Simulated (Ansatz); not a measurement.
def2 core potentials replace the inner electrons of Sb.

Species: C$_{2}$H$_{4}$F$_{3}$O$_{2}$Sb, SMILES `[OH][Sb]([OH])[CH2]C(F)(F)F` (charge 0, multiplicity 1).

Give a relaxed geometry from B3LYP-D3(BJ)/def2-SVP (Ansatz, a quantum-chemistry and plane-wave program).

Several could match; the one computed here: the end point of this relaxation, one of several conformers (outside a Z-matrix the atoms follow the SMILES, hydrogens last).
Cartesian coordinates (Å) in one orientation:
```xyz
12

O     -2.396    -1.412    -0.418
Sb    -1.139    -0.946     1.063
O     -1.582     0.990     1.205
C      0.603    -0.666    -0.314
C      1.473     0.509     0.003
F      0.826     1.683    -0.234
F      2.602     0.547    -0.724
F      1.840     0.524     1.301
H     -2.625    -0.623    -0.935
H     -1.011     1.545     0.652
H      1.212    -1.581    -0.268
H      0.195    -0.571    -1.330
```
